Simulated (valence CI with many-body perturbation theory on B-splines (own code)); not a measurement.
**Which ion has this spectrum?**

A relativistic CI+MBPT calculation for an atom or ion with 5 electrons gives these levels (eV):

```csv
J,Parity,E,g
1/2,odd,0.0,0.63
1/2,even,229.3,2.06
3/2,odd,932.6,1.30
3/2,even,1093.2,1.63
5/2,even,1131.4,1.32
1/2,even,1194.9,1.26
3/2,even,1196.8,0.97
3/2,odd,1436.6,1.32
5/2,even,2043.8,1.42
1/2,even,2140.0,1.91
3/2,even,2140.8,1.17
3/2,odd,2326.2,1.44
5/2,odd,2348.4,1.17
1/2,odd,2398.7,0.63
```

The energies are calculated, and their last digits are not significant.

Problem. Which is it?
A. Er63+
B. Tm64+
C. Ho62+
D. Yb65+

Solution. C. Ho62+, ground level (2s^2 2p1/2) J=1/2.
